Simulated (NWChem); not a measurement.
Species: AlCl2, doublet; SMILES [Cl][Al][Cl]

```xyz
3

Al     0.0000     0.0000     0.7738
Cl     1.8385     0.0000    -0.2958
Cl    -1.8385     0.0000    -0.2958
```
Atoms are numbered in this order, from 1.

In the optimisation the excess spin sits in a1 (C2v, its own frame). The geometry was optimised at PBE-D3(BJ)/def2-SVP, spin-unrestricted. The spin multiplicity was typed, not searched, and may not be the lowest. No stability test was run on the SCF state.

Symmetry labels are those of C2v in the frame above (b1 and b2, or b-type labels, depend on it).

Problem. List the 4 lowest vertical excitations from PBE/6-31+G* (spherical d), spin-unrestricted, TDA (NWChem).

Solution. 
```tsv
state	energy (eV)	oscillator strength	symmetry of the excitation	<S²>
state 1	3.17	0.051	b2	0.75
state 2	3.59	0.000	b1	0.77
state 3	3.78	0.000	a2	0.78
state 4	4.14	0.011	a1	0.78
```
